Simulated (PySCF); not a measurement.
SMILES CB(C)CC[Si](F)(F)F (GFN2-xTB optimised geometry):

```
19

Si     0.439     1.952    -2.180
F      0.093     0.643    -3.014
F      2.009     2.115    -2.390
F     -0.181     3.121    -3.063
C     -0.139     1.943    -0.396
C     -0.902     0.662     0.000
B     -0.084    -0.695     0.000
C      1.490    -0.695     0.000
C     -0.881    -2.053     0.007
H      0.714     2.066     0.274
H     -0.786     2.808    -0.226
H     -1.787     0.569    -0.634
H     -1.293     0.803     1.014
H      1.867    -0.280    -0.935
H      1.896    -0.063     0.788
H      1.930    -1.683     0.112
H     -1.930    -1.954     0.276
H     -0.853    -2.466    -1.003
H     -0.434    -2.808     0.650
```

Level of theory: B3LYP/def2-SVP (PySCF).

### Question
What are the frontier orbital energies and the dipole moment?

### Answer
HOMO-2 -9.42 eV, HOMO-1 -8.58 eV, HOMO -8.37 eV, LUMO -0.70 eV, LUMO+1 0.71 eV; dipole moment 3.08 D.

On the same geometry PBE/def2-SVP (PySCF 2.14.0) gives HOMO-2 -8.16 eV, HOMO-1 -7.35 eV, HOMO -7.15 eV, LUMO -1.49 eV, LUMO+1 0.16 eV; dipole moment 2.91 D.

Meta-Löwdin charges at B3LYP/def2-SVP: Si1 1.53, F2 -0.46, F3 -0.46, F4 -0.46, C5 -0.43, C6 -0.27, B7 0.27, C8 -0.41, C9 -0.41, H10 0.12, H11 0.12, H12 0.10, H13 0.11, H14 0.12, H15 0.11, H16 0.10, H17 0.09, H18 0.13, H19 0.11.
